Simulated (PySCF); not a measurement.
C₉H₁₄O.
Numbering: `[CH3:1][C:2]#[C:3][C@@H:4]1[CH2:5][CH2:6][CH2:7][C@H:8]1[O:9][CH3:10]`

NICS = −σ at a ghost point: NICS(0) at the centroid of the ring atoms, NICS(1) 1 Å to either side along the normal of their mean plane, zz for the tensor component along that normal. Level: GIAO PBE0/pcSseg-1 (PySCF, non-relativistic, gas phase) on the GFN2-xTB geometry, one conformer.

Ring bond lengths (Å), with Mayer bond orders in brackets: C4–C5 1.534 (1.00), C5–C6 1.524 (1.04), C6–C7 1.529 (1.05), C7–C8 1.539 (1.02), C8–C4 1.556 (0.95).

What do the NICS probes read (ppm)?

| ring | type | NICS(0) | NICS(1), two faces | NICS(1)zz, two faces | rms pucker (Å) | centre to ring atoms, mean (Å) |
| --- | --- | --- | --- | --- | --- | --- |
| C4–C5–C6–C7–C8 | 5-membered carbocycle; formal bonds all single | -5.1 | -3.6 / -4.1 | -1.6 / -2.8 | 0.18 | 1.29 |

What do they say, and how far can they be read as aromaticity?

- C4–C5–C6–C7–C8: mean NICS(1)zz -2.2 ppm, near zero. C4, C5, C6, C7, C8 have four or more neighbours; no verdict on aromaticity is drawn.

At the second NICS(1) probe listed for ring C4–C5–C6–C7–C8, 1 Å off the ring, how large is the induced field along the normal in 9.4 T applied along it?

NICSzz × B0 = -2.8 ppm × 9.4 T = -26 μT, against the applied field.

On one thread of an x86-64 server, shared host, this took 86 s wall. This is the whole shielding run at PBE0/pcSseg-1, SCF included.
